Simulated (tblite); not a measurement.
C₅H₈F₂GeSe.
Atom-mapped SMILES: `[F:1][CH2:2][Ge@@H:3]1[CH2:4][CH:5]=[CH:6][Se:7][C@@H:8]1[F:9]` (hydrogens: H10, H11 on C2; H12 on Ge3; H13, H14 on C4; H15 on C5; H16 on C6; H17 on C8)

Computed with GFN2-xTB (tblite), gas phase: L-BFGS steps from a force-field or distance-geometry start until the largest atomic force falls under 0.01 eV/Å.

Step 64: E = -796.9402 eV
```
atom  x, y, z in Å  |  force x, y, z in eV/Å
F1     -3.0432   -0.8189    0.4662    0.006   0.047  -0.019
C2     -2.5725    0.4084    0.0561    0.023  -0.002  -0.021
Ge3    -0.6695    0.1593   -0.5516   -0.039   0.005   0.007
C4      0.2409   -1.4163    0.2591    0.001   0.003   0.021
C5      1.6696   -1.3927   -0.1539   -0.002   0.028  -0.048
C6      2.5140   -0.3948    0.0891    0.010   0.010   0.024
Se7     2.1179    1.2344    0.9925   -0.030   0.031   0.027
C8      0.3825    1.7258    0.1346    0.027   0.008   0.001
F9     -0.3879    2.3537    1.0898    0.029  -0.031   0.024
H10    -3.2363    0.7577   -0.7390    0.049  -0.006   0.055
H11    -2.6233    1.0870    0.9120   -0.035  -0.079  -0.020
H12    -0.5127    0.1677   -2.0609   -0.046  -0.022  -0.033
H13    -0.2395   -2.3554   -0.0056   -0.005   0.009  -0.046
H14     0.1597   -1.2963    1.3432    0.001   0.057   0.017
H15     2.0295   -2.2290   -0.7382   -0.003  -0.066   0.044
H16     3.5570   -0.4627   -0.1852   -0.015   0.011  -0.023
H17     0.6066    2.4840   -0.6193    0.028  -0.004  -0.009
```

Step 65: E = -796.9429 eV
```
atom  x, y, z in Å  |  force x, y, z in eV/Å
F1     -3.0847   -0.8271    0.3851    0.045   0.121  -0.036
C2     -2.5764    0.4120    0.0525   -0.028  -0.045   0.020
Ge3    -0.6687    0.1522   -0.5382   -0.105   0.007  -0.017
C4      0.2496   -1.4140    0.2792    0.015  -0.034   0.020
C5      1.6733   -1.3914   -0.1548   -0.013   0.016  -0.039
C6      2.5187   -0.3904    0.0735   -0.033  -0.024   0.040
Se7     2.1180    1.2312    0.9863   -0.020   0.076   0.044
C8      0.3786    1.7233    0.1327    0.068   0.022   0.022
F9     -0.3866    2.3569    1.0880    0.027  -0.034   0.027
H10    -3.2183    0.8197   -0.7340    0.072  -0.021   0.073
H11    -2.6343    1.0437    0.9452   -0.011  -0.105  -0.065
H12    -0.5121    0.1499   -2.0473   -0.044  -0.032  -0.030
H13    -0.2328   -2.3565    0.0295    0.000   0.013  -0.064
H14     0.1819   -1.2900    1.3637    0.013   0.083   0.015
H15     2.0232   -2.2316   -0.7401    0.006  -0.048   0.044
H16     3.5599   -0.4538   -0.2079   -0.017   0.005  -0.037
H17     0.6036    2.4777   -0.6244    0.023   0.001  -0.017
```

Step 66: E = -796.9448 eV
```
atom  x, y, z in Å  |  force x, y, z in eV/Å
F1     -3.0943   -0.8263    0.3549   -0.001  -0.039  -0.009
C2     -2.5771    0.4122    0.0518    0.025  -0.039   0.052
Ge3    -0.6687    0.1525   -0.5322   -0.113   0.013  -0.043
C4      0.2538   -1.4104    0.2855    0.018  -0.044   0.001
C5      1.6760   -1.3910   -0.1564   -0.024  -0.003  -0.011
C6      2.5224   -0.3895    0.0670   -0.061  -0.047   0.043
Se7     2.1175    1.2286    0.9841    0.000   0.088   0.049
C8      0.3785    1.7236    0.1315    0.089   0.028   0.028
F9     -0.3832    2.3598    1.0874    0.022  -0.028   0.025
H10    -3.2095    0.8355   -0.7281    0.007   0.044  -0.051
H11    -2.6505    1.0229    0.9546    0.040  -0.028   0.004
H12    -0.5211    0.1478   -2.0430   -0.036  -0.037  -0.018
H13    -0.2298   -2.3525    0.0381   -0.007   0.000  -0.063
H14     0.1889   -1.2859    1.3701    0.025   0.088   0.013
H15     2.0202   -2.2391   -0.7348    0.015  -0.008   0.042
H16     3.5632   -0.4519   -0.2148   -0.013   0.005  -0.041
H17     0.6066    2.4756   -0.6269    0.013   0.008  -0.018
```

Question: Estimate the geometry and energy of step 67. (The exact step hangs on the optimiser's Hessian estimate; all steps are aligned on step 66, rigid shifts and turns removed.)

Answer: E = -796.9462 eV, largest force 0.172 eV/Å
```
atom  x, y, z in Å  |  force x, y, z in eV/Å
F1     -3.1340   -0.8308    0.2753    0.077   0.148  -0.042
C2     -2.5826    0.4163    0.0492   -0.141  -0.073   0.062
Ge3    -0.6728    0.1451   -0.5224   -0.084  -0.004  -0.040
C4      0.2640   -1.4087    0.3038   -0.007  -0.051   0.004
C5      1.6807   -1.3892   -0.1583   -0.053  -0.035   0.012
C6      2.5279   -0.3863    0.0543   -0.045  -0.040   0.052
Se7     2.1184    1.2277    0.9792    0.023   0.082   0.048
C8      0.3778    1.7188    0.1301    0.077   0.024   0.025
F9     -0.3822    2.3569    1.0863    0.024  -0.019   0.024
H10    -3.1951    0.8973   -0.7208    0.100  -0.040   0.077
H11    -2.6633    0.9803    0.9857    0.055  -0.101  -0.102
H12    -0.5262    0.1316   -2.0337   -0.039  -0.044  -0.010
H13    -0.2205   -2.3554    0.0728    0.007   0.022  -0.063
H14     0.2116   -1.2729    1.3889    0.036   0.092  -0.029
H15     2.0161   -2.2427   -0.7351    0.023   0.020   0.038
H16     3.5680   -0.4440   -0.2352   -0.055   0.004  -0.038
H17     0.6051    2.4680   -0.6313    0.003   0.013  -0.018
```

The energy changes by -0.0014 eV. The first-order estimate −F·Δx gives -0.0033 eV and the mean of the old and new forces, exact on a quadratic surface, -0.0009 eV. The step makes an angle of 85° with the force vector and moves no atom by more than 0.089 Å.

What follows is the cost of the whole relaxation. Time: 3.0 s wall. Hardware: one thread of an Arm Neoverse N1, shared host.
